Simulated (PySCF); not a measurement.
Electron correlation in Zn²⁺ (zinc, charge +2)

[Ar] 3d10, closed-shell 1S. Calculation: PySCF 2.14, in ANO-RCC-VTZP; scalar relativity by spin-free X2C-1e. Frozen: [Ar]; 10 electrons correlated.

| level | correlation energy (mhartree) |
| --- | --- |
| CCSD | -392.26 |
| (T) | -9.44 |
| CCSD(T) | -401.70 |

Diagnostics: T1 = 0.0076, D1 = 0.0108, largest double amplitude 0.020.

Cost of the coupled-cluster step: of the order of 1.3 core-seconds, for 10 correlated electrons.
